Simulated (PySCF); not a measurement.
Excitations are Tamm–Dancoff values on a coarser integration grid. The basis has no diffuse functions, so Rydberg states are missing or too high.

Cartesian coordinates (Å):
```xyz
10

Si     2.3340     0.1733    -0.1946
Si     0.5465     0.8820    -1.2589
O     -0.9802     0.5932    -0.7605
Si    -1.8273    -0.4855     0.1612
H      3.4748     0.2783    -1.1496
H      2.1674    -1.2422     0.2455
H      0.5219     2.1836    -1.9754
H     -1.3700    -1.8666    -0.1307
H     -3.2591    -0.3374    -0.1819
H     -1.6081    -0.1787     1.5951
```
Charge 0, multiplicity 1.

Q: What is the computed T1 excitation (TDA), HOMO and S1 excitation (TDA) (PBE-D3(BJ)/def2-TZVP // r2SCAN-D4/def2-TZVP (PySCF))?

A: 
The T1 excitation (TDA) is 1.66 eV. The HOMO comes out as -5.19 eV and the S1 excitation (TDA) is 3.66 eV.
